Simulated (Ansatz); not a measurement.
`O[SiH]1[CH2][GeH2]1` + H₂ → `[CH2]1[SiH2][GeH2]1` + H₂O at 600 K and 1 bar (hydrogenolysis of the Si–O bond).

Computed with Ansatz on PBE0-D4/def2-TZVP structures; ΔE is electronic, products minus reactants. CCSD(T)/CBS is the MP2 limit (def2-TZVPP, def2-QZVPP) plus CCSD(T) − MP2 in def2-TZVPP, frozen cores. This one scheme is used for every species. For Ge outer-core shells are correlated without core-valence functions, which leaves a few kJ/mol of doubt a bond. Scalar relativity is left out up to krypton. One conformer a species, not always the lowest.

```tsv
species	CCSD(T)/CBS energy (Eh)	H − E (kJ/mol)	S (J/(mol·K))
`O[SiH]1[CH2][GeH2]1`	-2482.03354	230.1	434.6
H₂	-1.17544	43.9	150.8
`[CH2]1[SiH2][GeH2]1`	-2406.80649	203.9	387.3
H₂O	-76.37941	76.8	212.8
```

H − E and S are ideal-gas, rigid-rotor, harmonic terms from PBE0-D4/def2-TZVP, for one conformer and one mirror image of each species. For small species the MP2-based limit differs from directly extrapolated CCSD(T) by up to some mEh (0.8 for H₂); such offsets cancel only in part. 1 Eh = 2625.50 kJ/mol, R = 8.31446 J/(mol·K).

Q: By hand: ΔE, ΔH, ΔS and ΔG.

A: ΔE = (-2406.80649) + (-76.37941) − (-2482.03354) − (-1.17544) = 0.02308 Eh = 60.6 kJ/mol. Δ(H − E) = 203.9 + 76.8 − 230.1 − 43.9 = 6.7, so ΔH = 67.3 kJ/mol. ΔS = 387.3 + 212.8 − 434.6 − 150.8 = 14.7 J/(mol·K). ΔG = 67.3 − 600 × (14.7)/1000 = 58.5 kJ/mol.

Q: By hand: the equilibrium constant, and the temperature at which ΔG would vanish if ΔH and ΔS stayed fixed.

A: log₁₀ K = −ΔG/(RT ln 10) = -5.1. ΔG = 0 at ΔH/ΔS = 4578 K, far beyond where these terms or the molecules hold.

The number of gas molecules stays the same, so ΔS is small and ΔH decides. A doubt of 5 kJ/mol in ΔE shifts log₁₀ K by 0.4 here. Other conformers and mirror images would add mixing entropy, several J/(mol·K) or more a flexible species. These are equilibria of isolated gas molecules and say nothing of rates. Largest T1 diagnostic: 0.012 (customary marks: 0.02 for closed shells, 0.045 for open ones).
